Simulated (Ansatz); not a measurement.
Species: H8N4Si, SMILES `N[Si](N)(N)N` (charge 0, multiplicity 1), formula H8N4Si.

Task: How many basis functions does frozen-core CCSD(T)/cc-pVTZ // B3LYP-D3(BJ)/def2-TZVP (Ansatz, a program for electronic structure) use, how many core orbitals are frozen, and how many electrons are correlated?

Result: 266 basis functions and 9 frozen orbitals, which leaves 32 correlated electrons. Core time is of the order of minutes.
